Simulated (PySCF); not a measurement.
B(I)2(Me) (CH₃BI₂), SMILES CB(I)I. Heavy atoms are numbered as in [B:1]([I:2])([I:3])[CH3:4]. Hydrogens are named by the atom that carries them.

The structure is a stationary point at B3LYP-D3(BJ)/def2-SVP. The def2 effective core potentials stand for the cores of I; spin–orbit coupling is left out.

All values below come from PBE/def2-TZVP run with PySCF.

ESP charges are fitted to the potential on shells at 1.4 to 2.0 van der Waals radii. Atomic charges (e), one atom of each kind:

```json
[
 {"atom": "B1", "ESP fit": "0.11", "Mulliken": "-0.10"},
 {"atom": "I2", "ESP fit": "-0.06", "Mulliken": "0.01"},
 {"atom": "C4 (CH3)", "ESP fit": "-0.37", "Mulliken": "-0.36"},
 {"atom": "H on C4", "ESP fit": "0.12", "Mulliken": "0.15"}
]
```

Computed Mayer and Wiberg (Löwdin basis) orders of the bonds:
```
bond   Mayer  Wiberg
-----  -----  ------
B1–I2   1.31    1.95
B1–I3   1.31    1.95
B1–C4   1.07    1.44
```
